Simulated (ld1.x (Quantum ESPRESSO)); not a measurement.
## Which change was made? (Br, ultrasoft)

ld1.x (Quantum ESPRESSO) 7.5 input, shortened:

```
&input
   title='Br', zed=35., rel=1, dft='PW91', iswitch=3,
   config='[Ar] 3d10 4s2 4p4 4d-2'
 /
 &inputp
   pseudotype=3, tm=.true., lloc=-1, rcloc=1.00,
   nlcc=.true., new_core_ps=.true.
 /
5
4S  1  0   2.00   0.00  1.05  1.40  0.0
4S  1  0   0.00   0.70  1.05  1.40  0.0
4P  2  1   4.00   0.00  1.20  1.30  0.0
4P  2  1   0.00  -0.80  1.20  1.30  0.0
4D  3  2  -2.00   0.05  1.05  1.35  0.0
 &test
   configts(1)='4s2 4p4'
 /
```

Cutoffs, loose and tight: the cutoffs (Ry, on a coarse ladder) from which the occupation-weighted sum of valence levels, in a spherical-Bessel basis at the reference potential, stays within 10 and 1 mRy of its value at 400 Ry. They do not see the model core or the augmentation charge, which bear on the density cutoff. Test errors are all-electron minus pseudo excitation energies from the reference, over the configurations 4s2 4p5; 4s2 4p3; 4s2 4p2; 4s1 4p6; 4s2 4p4.5; 4s1 4p5; 4s2 4p1; variants that change the core or the reference have their own tests.

The base gives: outcome: generated; cutoff, loose: 55 Ry; cutoff, tight: 60 Ry; bound ghosts: p, s; largest test error (meV): -101.

Task: After one change the result is: outcome: generated; cutoff, loose: 25 Ry; cutoff, tight: 55 Ry; bound ghosts: p; largest test error (meV): -100. Which change was it?
A. reference 4s2 4p5; wave 4d channel at 0.05 Ry: rcut 1.05, rcutus 1.35 bohr becomes 4d channel at 0.05 Ry: rc 1.35 bohr
B. type TM; waves now 4s (bound): rc 1.40 bohr; 4p (bound): rc 1.30 bohr; 4d channel at 0.05 Ry: rc 1.35 bohr; local potential the d channel
C. waves 4p (bound): rcut 0.98, rcutus 1.04 bohr; 4p channel at -0.8 Ry: rcut 0.98, rcutus 1.04 bohr
D. local potential all-electron potential smoothed inside 1.00 bohr (lloc = -2)

Result: D. The others give: type TM; waves now 4s (bound): rc 1.40 bohr; 4p (bound): rc 1.30 bohr; 4d channel at 0.05 Ry: rc 1.35 bohr; local potential the d channel → outcome: generated; cutoff, loose: 60 Ry; cutoff, tight: 110 Ry; bound ghosts: s, p; largest test error (meV): -53 | reference 4s2 4p5; wave 4d channel at 0.05 Ry: rcut 1.05, rcutus 1.35 bohr becomes 4d channel at 0.05 Ry: rc 1.35 bohr → outcome: generated; cutoff, loose: 35 Ry; cutoff, tight: 60 Ry; bound ghosts: p, s; largest test error (meV): -134 | waves 4p (bound): rcut 0.98, rcutus 1.04 bohr; 4p channel at -0.8 Ry: rcut 0.98, rcutus 1.04 bohr → outcome: failed: run_pseudo: Errors in PS-KS equation.
